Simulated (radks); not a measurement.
Results of a calculation; reference values are marked as such.
Q: Ba, 56 electrons, occupied as [Xe] 6s2. Code: a radial shooting solver on a logarithmic mesh with Libxc functionals. Model: scalar-relativistic Kohn-Sham, PBE, spin-polarised, spherical densities, point nucleus. Some entries of the table are withheld. Estimate them.

| orbital | occ. | eigenvalue (eV) | r(max) (bohr) |
|---|---|---|---|
| 1s | 2 | -37260.35 | 0.01642 |
| 2s | 2 | -5889.356 | 0.09287 |
| 2p | 6 | (1) | 0.07463 |
| 3s | 2 | -1243.161 | 0.2663 |
| 3p | 6 | (2) | 0.2606 |
| 3d | 10 | -764.9238 | 0.2151 |
| 4s | 2 | -243.9011 | (3) |
| 4p | 6 | -180.9974 | (4) |
| 4d | 10 | -89.6813 | (5) |
| 5s | 2 | -33.6746 | 1.472 |
| 5p | 6 | -18.7365 | 1.672 |
| 6s | 2 | -3.2300 | 4.150 |
| 5d | 0 | -2.0186 | (6) |
| 6p | 0 | -1.2431 | 5.389 |

A: 
(1) 2p eigenvalue (eV): -5280.871
(2) 3p eigenvalue (eV): -1048.114
(3) 4s r(max) (bohr): 0.6250
(4) 4p r(max) (bohr): 0.6537
(5) 4d r(max) (bohr): 0.6953
(6) 5d r(max) (bohr): 2.479
